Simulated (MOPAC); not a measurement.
Input for MOPAC: PM6 on ClHPb (SMILES [Cl][PbH]), a point of a bond scan (R = 4.986 Å).

```
PM6 1SCF PRECISE CHARGE=0 THREADS=1
ClHPb

Pb    -0.21816163 1    -0.21253453 1     0.29359630 1
H     -1.37766248 1    -0.88691623 1    -0.99885930 1
Cl     2.48485769 1     2.36721069 1    -3.00842424 1
```

Output:

```
*******************************************************************************
 **                                                                           **
 **                              MOPAC v23.2.5                                **
 **                                                                           **
 *******************************************************************************
 ** MOPAC's Digital Object Identifier: https://doi.org/10.5281/zenodo.6511958 **
 **                                                                           **
 ** Please cite the open-source release paper for use of this MOPAC version:  **
 ** J. E. Moussa and J. J. P. Stewart (2026)                                  **
 ** MOPAC: An open-source semiempirical molecular orbital program             **
 ** J. Open Source Softw., 11(119), 8025, https://doi.org/10.21105/joss.08025 **
 *******************************************************************************

                              PM6 CALCULATION RESULTS

 *******************************************************************************
 *  PM6        - The PM6 Hamiltonian to be used
 *
 *
 *
 *                 CHARGE ON SYSTEM = 0
 *
 *
 *
 *  PRECISE    - TIGHTER CRITERIA TO BE USED
 *  1SCF       - DO 1 SCF AND THEN STOP
 *  THREADS=1  - MULTI-THREADING NOT USED
 *  T=         - A TIME OF 172800.0 SECONDS REQUESTED
 *  DUMP=N     - RESTART FILE WRITTEN EVERY 7200.0 SECONDS REQUESTED
 *******************************************************************************
PM6 1SCF PRECISE CHARGE=0 THREADS=1
 ClHPb

   ATOM   CHEMICAL          X               Y               Z
  NUMBER   SYMBOL      (ANGSTROMS)     (ANGSTROMS)     (ANGSTROMS)

     1      Pb         -0.21816163  *  -0.21253453  *   0.29359630  *
     2       H         -1.37766248  *  -0.88691623  *  -0.99885930  *
     3      Cl          2.48485769  *   2.36721069  *  -3.00842424  *



          CARTESIAN COORDINATES

    NO.       ATOM           X           Y           Z

     1        Pb         -0.2182     -0.2125      0.2936
     2         H         -1.3777     -0.8869     -0.9989
     3        Cl          2.4849      2.3672     -3.0084

 General Reference for PM6:
 "Optimization of Parameters for Semiempirical Methods V: Modification of NDDO Approximations
 and Application to 70 Elements", J. J. P. Stewart, J. Mol. Mod., 13, 1173-1213 (2007)
 URL: https://link.springer.com/article/10.1007/s00894-007-0233-4

           Empirical Formula: H Pb Cl  =     3 atoms



      MOLECULAR POINT GROUP   :   Cs


      RHF CALCULATION, NO. OF DOUBLY OCCUPIED LEVELS = 6


 -------------------------------------------------------------------------------
 PM6 1SCF PRECISE CHARGE=0 THREADS=1
 ClHPb



     1SCF WAS SPECIFIED, SO BFGS WAS NOT USED
     SCF FIELD WAS ACHIEVED


                              PM6 CALCULATION
                                                       MOPAC v23.2.5 Linux




          FINAL HEAT OF FORMATION =         95.22941 KCAL/MOL =     398.43986 KJ/MOL


          COSMO AREA              =        122.69 SQUARE ANGSTROMS
          COSMO VOLUME            =         99.02 CUBIC ANGSTROMS

          IONIZATION POTENTIAL    =          7.327207 EV
          HOMO LUMO ENERGIES (EV) =         -7.327 -4.041
          NO. OF FILLED LEVELS    =          6
          MOLECULAR WEIGHT        =        243.6609         POINT GROUP:  Cs

          MOLECULAR DIMENSIONS (Angstroms)

            Atom       Atom       Distance
           Cl     3    H     2     5.43569
            H     2   Pb     1     1.70512
           Pb     1   Cl     3     0.00000


          SCF CALCULATIONS        =          1





   ATOM   CHEMICAL          X               Y               Z
  NUMBER   SYMBOL      (ANGSTROMS)     (ANGSTROMS)     (ANGSTROMS)

     1      Pb         -0.21816163  *  -0.21253453  *   0.29359630  *
     2       H         -1.37766248  *  -0.88691623  *  -0.99885930  *
     3      Cl          2.48485769  *   2.36721069  *  -3.00842424  *

                             CARTESIAN COORDINATES

   1   Pb       -0.218161630    -0.212534530     0.293596300
   2    H       -1.377662480    -0.886916230    -0.998859300
   3   Cl        2.484857690     2.367210690    -3.008424240


           Empirical Formula: H Pb Cl  =     3 atoms



      MOLECULAR POINT GROUP   :   Cs


                  EIGENVALUES
 -23.50598 -20.97290 -11.33474  -7.49946  -7.49787  -7.32721  -4.04053  -3.84177
  -0.05377 101.80344 101.85920 101.86597 102.04237 102.04244


              NET ATOMIC CHARGES AND DIPOLE CONTRIBUTIONS

  ATOM NO.   TYPE          CHARGE      No. of ELECS.   s-Pop       p-Pop       d-Pop
    1         Pb           0.842178        3.1578     1.94655     1.21127
    2          H          -0.013075        1.0131     1.01308
    3         Cl          -0.829102        7.8291     1.99999     5.82908     0.00003
 DIPOLE           X         Y         Z       TOTAL
 POINT-CHG.   -10.692   -10.231    13.231    19.851
 HYBRID        -0.795    -0.353    -1.575     1.799
 SUM          -11.487   -10.584    11.656    19.489


          ATOMIC ORBITAL ELECTRON POPULATIONS

     Atom    s        px        py        pz      x^2-y^2     xz        z^2       yz        xy
    1 Pb   1.94655   0.42194   0.16517   0.62416
    2  H   1.01308
    3 Cl   1.99999   1.94993   1.95402   1.92513   0.00000   0.00001   0.00001   0.00001   0.00001

 **********************
 *                    *
 * JOB ENDED NORMALLY *
 *                    *
 **********************




 == MOPAC DONE ==
```

The run finished.

Cost: around 0.020 core-seconds (rough).
